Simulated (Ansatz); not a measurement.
Coupled-cluster run, `[C]#C[SiH](C)F` radical.

```yaml
crystal:
  periodic: [false, false, false]
  atoms:
    - {symbol: C, position_ang: [-2.801450, -0.356547, 1.020232]}
    - {symbol: C, position_ang: [-1.767924, 0.083217, 0.563407]}
    - {symbol: Si, position_ang: [-0.168058, 0.698949, -0.072855]}
    - {symbol: C, position_ang: [1.053072, -0.681646, -0.186076]}
    - {symbol: F, position_ang: [-0.427654, 1.309011, -1.525944]}
    - {symbol: H, position_ang: [0.283694, 1.805001, 0.800387]}
    - {symbol: H, position_ang: [2.005373, -0.321793, -0.582668]}
    - {symbol: H, position_ang: [1.230918, -1.107738, 0.804457]}
    - {symbol: H, position_ang: [0.680630, -1.474554, -0.838039]}
basis:
  gaussian: {orbitals: def2-SVP}
magnetization: {spin_polarized: true, initial_magnetization: 1}
correlation: {method: ccsd_t}
scf: {omitted_lower_state_checks: [cluster_reference]}
```

```sh
$ ansatz run in.yaml --threads 4 --pin off --events-out ev --progress --plain --max-ram 10444MiB
```

Log, shortened:

```
Functional definition: HF
938 factors; integrals over basis functions are off by at most 1.0e-3 eV
mean field evaluation 1: about -13709.7349 eV, gradient 2.4e1 eV
mean field evaluation 2: about -13709.7437 eV, gradient 2.4e1 eV
mean field evaluation 4: about -13713.4110 eV, gradient 3.9e0 eV
mean field evaluation 8: about -13713.8538 eV, gradient 1.2e0 eV
mean field evaluation 16: about -13714.0383 eV, gradient 2.5e-6 eV
mean field -13714.03829522 eV, -503.9816116403 hartree, gradient 2.5e-6 eV, S^2 1.174930; 4 other end points of the search recorded, 0 dependent functions left out
9 core orbitals not correlated: weight in the atoms' cores, before any rotation towards them, 1.000 or more for the frozen orbitals, at most 0.000 for the correlated occupied ones
reference -13714.03829522 eV, -503.9816116403 hartree; 14, 13 occupied and 71, 72 virtual orbitals, 938 factors
second order -16.51261669 eV of doubles, -0.00000000 eV of singles
cycle   1  -17.20513997 eV  change   -6.9e-1 eV  update   1.2e-1
cycle   2  -17.80640369 eV  change   -6.0e-1 eV  update   5.8e-2
cycle   3  -18.10812565 eV  change   -3.0e-1 eV  update   4.3e-2
cycle   4  -18.19915463 eV  change   -9.1e-2 eV  update   2.3e-2
cycle   5  -18.20556966 eV  change   -6.4e-3 eV  update   8.7e-3
cycle   6  -18.21024298 eV  change   -4.7e-3 eV  update   3.8e-3
cycle   7  -18.21476521 eV  change   -4.5e-3 eV  update   2.2e-3
cycle   8  -18.21578617 eV  change   -1.0e-3 eV  update   1.2e-3
cycle   9  -18.21612470 eV  change   -3.4e-4 eV  update   5.2e-4
cycle  10  -18.21638768 eV  change   -2.6e-4 eV  update   2.7e-4
cycle  11  -18.21659408 eV  change   -2.1e-4 eV  update   1.9e-4
cycle  12  -18.21674111 eV  change   -1.5e-4 eV  update   1.5e-4
cycle  13  -18.21680189 eV  change   -6.1e-5 eV  update   1.3e-4
cycle  14  -18.21678575 eV  change    1.6e-5 eV  update   8.6e-5
cycle  15  -18.21672484 eV  change    6.1e-5 eV  update   5.2e-5
cycle  16  -18.21668180 eV  change    4.3e-5 eV  update   3.3e-5
cycle  17  -18.21668466 eV  change   -2.9e-6 eV  update   1.7e-5
perturbative correction -0.55745951 eV, -0.0204862593 hartree
Total energy: -13732.81243939 eV, -504.6715487131 hartree
Checks for a lower state left out: cluster_reference
```

It took 8 s on 4 threads of an INTEL XEON PLATINUM 8581C on a shared host, with 0.75 GiB of host memory at the peak.

Correlation energy per correlated electron: -0.695 eV. T1 diagnostic: 0.0402.
